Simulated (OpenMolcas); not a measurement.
Cl II: thermal populations, Slater's ratio, the spin-orbit constant, worked from levels

```json
{
  "Program": "OpenMolcas 26.06",
  "Basis": "ANO-R1 [4s3p1d]",
  "Scalar Hamiltonian": "X2C, finite nucleus",
  "Active space": "4 electrons in 3 orbitals (3p)",
  "State averaging": "2S+1 = 3 even, 3 roots; 2S+1 = 1 even, 6 roots",
  "Spin-orbit coupling": "RASSI with atomic mean-field integrals over the reference wave functions, term energies averaged over their components"
}
```

Methods: CASSCF; SS-CASPT2, IPEA 0.25 Eh, imaginary shift 0.1 Eh (closed shells correlated: 2s 2p 3s). Measured levels: NIST Handbook of Basic Atomic Spectroscopic Data.

**Thermal populations.** Z = Σ (2J + 1) exp(-E/kT) with k = 0.695035 cm-1/K, over the levels below. No other level of either list lies under 90000 cm-1, which is above 7 kT at each temperature.

```tsv
Level	2J + 1	SS-CASPT2	measured
3s2 3p4 3P2	5	0.0	0.0
3s2 3p4 3P1	3	668	696
3s2 3p4 3P0	1	965	996
3s2 3p4 1D2	5	13010	11654
3s2 3p4 1S0	1	30250	27878
```

| T (K) | Z, SS-CASPT2 | Z, measured levels | Ground level (%), SS-CASPT2 | Ground level (%), measured levels |
| --- | --- | --- | --- | --- |
| 5000 | 8.351 | 8.381 | 59.9 | 59.7 |
| 8000 | 8.987 | 9.104 | 55.6 | 54.9 |
| 12000 | 9.737 | 9.919 | 51.3 | 50.4 |

At 12000 K, kT = 8340 cm-1, and the computed levels give Z = 5.000 + 2.769 + 0.891 + 1.051 + 0.027 = 9.737.

**Slater's ratio.** With one set of orbitals, p4 has 1D - 3P = 6 F2 and 1S - 1D = 9 F2 (F2 = F²/25), a ratio of 3/2. Term energies are centres of gravity, weighted by 2J + 1.

```tsv
Source	1D - 3P	1S - 3P	F2 from the first	Ratio
CASSCF	14021	34942	2337	1.492
SS-CASPT2	12678	29919	2113	1.360
measured	11311	27535	1885	1.434
```

Energies in cm-1. A ratio away from 3/2 shows effects beyond one configuration with one set of orbitals, and in heavier atoms second-order spin-orbit shifts.

**The spin-orbit constant.** For the Hund term 3P of p4, E(J) = (A/2) J(J+1) + constant and ζ = -2S·A = -2A. From J = 0 to J = 2 the energy changes by 3 A.

```json
{"Source": "CASSCF", "E(2) - E(0)": "-967.3", "A": "-322.4", "ζ": "645"}
{"Source": "SS-CASPT2", "E(2) - E(0)": "-964.6", "A": "-321.5", "ζ": "643"}
{"Source": "measured", "E(2) - E(0)": "-996.5", "A": "-332.2", "ζ": "664"}
```

All in cm-1. SS-CASPT2 is off by -3.2 % and CASSCF by -2.9 %. Both methods take the spin-orbit matrix elements from the reference wave functions, so the second can move ζ only through the term energies and any multistate remixing. Second-order mixing with other terms is absorbed into this ζ.

CASPT2 breaks the degeneracy within a term, and the mean is taken; among the terms shown or strongly mixed into the levels shown the widest spread is 150 cm-1 (3s2 3p4 1D, SS-CASPT2). With the s shell closed, the reference lacks s² → p² mixing. Without dynamic correlation excited terms often stand tens of per cent too high (terms of higher spin than the ground term too low), and those without a measured partner can miss by more than the paired ones (holds for CASSCF). Computed and measured levels are paired by configuration, term and J; levels that our copy of the source lacks, or whose pairing is in doubt (as where it misses far off the trend of its configuration), stay unpaired and out of the deviations. Levels of configurations outside the active space are missing.
